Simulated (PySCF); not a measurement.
Compound: C3H7FO2Si.
Z-matrix (Å and degrees, PBE0-D3(BJ)/def2-SVP geometry), rows numbered from 1:
```
F 
C   1  1.3808
Si  2  1.8847  1  109.83
O   3  1.6769  2  111.85  1   169.61
C   4  1.4163  3  109.49  2   108.76
C   5  1.5350  4  107.40  3    24.77
O   6  1.4154  5  107.33  4   -33.52
H   2  1.1057  1  109.23  3   120.77
H   2  1.1042  1  109.42  3  -122.05
H   3  1.4859  2  109.64  1    44.74
H   5  1.1061  4  109.75  3   -95.43
H   5  1.1014  4  109.61  3   146.29
H   6  1.1013  5  111.61  4  -153.56
H   6  1.1062  5  110.59  4    86.36
```

Computed with TDDFT CAM-B3LYP/def2-SVPD, vertical, gas phase, core orbitals frozen in the response in PySCF.

| state | λ (nm) | E (eV) | f | \|μ\| (D) | main configurations (H = HOMO, L = LUMO) |
| --- | --- | --- | --- | --- | --- |
| S1 | 175.5 | 7.07 | 0.0036 | 0.37 | H→L (56%), H→L+1 (33%) |
| S2 | 164.5 | 7.54 | 0.0051 | 0.42 | H-1→L (84%) |
| S3 | 161.6 | 7.67 | 0.0057 | 0.44 | H-1→L+1 (20%), H→L+2 (17%), H→L (14%) |
| S4 | 157.4 | 7.88 | 0.019 | 0.80 | H-1→L+1 (44%), H→L+2 (17%), H-1→L+2 (14%) |
| S5 | 154.9 | 8.01 | 0.028 | 0.95 | H→L+2 (34%), H→L+1 (30%), H→L (14%) |
| S6 | 147.4 | 8.41 | 0.018 | 0.75 | H-1→L+2 (26%), H-1→L+3 (20%), H-1→L+4 (19%) |
| S7 | 145.2 | 8.54 | 0.016 | 0.71 | H-1→L+3 (40%), H-1→L+2 (30%), H-1→L+1 (14%) |
| S8 | 144.1 | 8.61 | 0.031 | 0.98 | H-2→L (56%), H→L+4 (11%) |
| S9 | 142.1 | 8.72 | 0.068 | 1.43 | H→L+4 (38%), H-2→L (20%), H→L+2 (10%) |
| S10 | 141.2 | 8.78 | 0.018 | 0.73 | H→L+3 (26%), H-2→L+1 (20%), H-1→L+4 (19%) |

Triplets (Tamm–Dancoff): T1 6.62 eV, H→L (49%), H→L+1 (36%); T2 7.28 eV, H-1→L (66%); T3 7.38 eV, H→L+2 (27%), H-1→L+1 (12%), H→L+4 (10%); T4 7.59 eV, H-1→L+1 (29%), H→L+2 (25%), H-1→L+2 (13%).

The lowest singlet lies at 7.07 eV (175 nm, vacuum ultraviolet) and is very weak; its leading configuration is HOMO→LUMO (56%). The strongest level in the table is S9 at 8.72 eV (142 nm, f = 0.068). Löwdin shares by element: HOMO oxygen 33%, carbon 18% or more, silicon 15% (atoms not listed hold the other 34%); LUMO silicon 22%, carbon 19% or more, oxygen 12% or more (atoms not listed hold the other 48%). The listed states span 1.72 eV, and the widest gap between neighbours is 0.47 eV (S1 to S2). The oscillator strengths of these states sum to 0.212; summed over the whole spectrum of an exact calculation they would give the number of electrons, 64 (Thomas–Reiche–Kuhn). Orbital energies (eV): HOMO-3 -11.33, HOMO-2 -10.76, HOMO-1 -9.72, HOMO -9.58, LUMO 1.05, LUMO+1 1.26, LUMO+2 1.55. No computed singlet lies in the visible range (380 to 750 nm); the lowest, at 175 nm, stands 3.80 eV above its violet end (3.26 eV). All these states lie below the vertical ionisation energy of 10.42 eV (ΔSCF). Singlets were solved by full linear response, triplets in the Tamm–Dancoff approximation.

One conformer stands for the species.

Without π bonds the low states are Rydberg-like; a valence basis with one diffuse set may place them up to an eV too high.
